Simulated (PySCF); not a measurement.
Q: Write a Z-matrix for `O=C([O-])C1(CCl)CC1` as optimised with GFN2-xTB. (Charge -1.)

A: 
Z-matrix in Å and degrees, rows numbered from 1:
```
O 
C   1  1.2352
O   2  1.2310  1  130.59
C   2  1.5967  1  114.75  3  -179.98
C   4  1.4930  2  111.25  1    -0.19
Cl  5  1.7962  4  114.70  2   179.97
C   4  1.4984  2  117.24  1   145.53
C   4  1.4983  2  117.26  1  -146.02
H   5  1.0911  4  110.72  2   -60.44
H   5  1.0910  4  110.69  2    60.41
H   7  1.0805  4  116.54  8  -107.86
H   7  1.0831  4  118.99  8   107.99
H   8  1.0831  4  119.00  7  -107.99
H   8  1.0806  4  116.51  7   107.84
```

The C–C distances run from 1.493 Å (C4–C5, drawn single) to 1.597 Å (C2–C4, drawn single), a spread of 0.104 Å. All internal angles of the 3-membered ring C4–C7–C8 are 60.0°. C2 (carboxylate carbon) is planar (angles 130.6°, 114.8° and 114.7°, sum 360.0°, 0.00 Å off the plane of its three neighbours). Of the pairs four or more bonds apart, Cl6···H12 is among the closest relative to their van der Waals radii: 2.79 Å, 95 % of the sum of Bondi's values.

Computed geometry: GFN2-xTB, gas phase.

Point group: Cs (every atom within 0.08 Å of its image). Whether it is a minimum is left open (no frequencies). Torsions: O1–C2–C4–C5 0°, C2–C4–C5–Cl6 180°.

One conformer stands for the species.
